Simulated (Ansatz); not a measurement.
Total energies of CH4FOSi (`C[Si](O)F`) radical.

```xyz
8

C     0.705    0.026    0.910
Si   -0.578    0.539   -0.336
O    -1.256   -0.844   -0.907
F     0.160    1.305   -1.544
H     1.425   -0.639    0.423
H     0.238   -0.508    1.739
H     1.234    0.895    1.302
H    -1.928   -0.774   -1.588
```

Charge 0, multiplicity 2. The structure was optimised at the PBE0-D4/def2-TZVP level. It is one conformer, not always the lowest. Basis def2-TZVPP, the Gaussian-basis code of Ansatz.

RPA on PBE orbitals: Hartree–Fock energy of these orbitals -503.58134 Eh, correlation -1.21896 Eh (frozen core).

| functional | energy without D4 (Eh) | D4 term (kJ/mol) |
| --- | --- | --- |
| LDA (SPW92) | -502.54299 | – |
| revPBE | -505.12277 | -42.0 |
| r2SCAN | -505.13406 | -3.0 |
| PBE0 | -504.91144 | -10.8 |
| B3LYP | -505.28286 | -21.1 |
| r2SCAN0 | -505.10224 | -3.6 |
| HSE06 (plane-wave form) | -504.89507 | -10.0 |
| BHLYP | -505.16277 | -15.6 |
| LC-ωPBE | -505.04663 | – |
| ωB97X-V | -505.13691 | – |

**Question.** Give the same for PBE, BLYP, B97M-V, r2SCANh, CAM-B3LYP, ωB97M-V, B2PLYP, PBE-QIDH. (Best estimate.)

**Answer.** Ansatz gave: 
| functional | energy without D4 (Eh) | D4 term (kJ/mol) |
| --- | --- | --- |
| PBE | -504.87693 | -13.0 |
| BLYP | -505.21466 | -29.3 |
| B97M-V | -505.12294 | – |
| r2SCANh | -505.12094 | -3.2 |
| CAM-B3LYP | -505.19878 | -10.9 |
| ωB97M-V | -505.16579 | – |
| B2PLYP | -505.00170 | – |
| PBE-QIDH | -504.80102 | – |

B3LYP takes the VWN-RPA correlation (the form of Gaussian; ORCA's B3LYP/G). HSE06 is the plane-wave form, built on full-range PBE exchange. The double hybrids freeze the cores in their second-order part.

LC-ωPBE has ω = 0.4 bohr⁻¹.
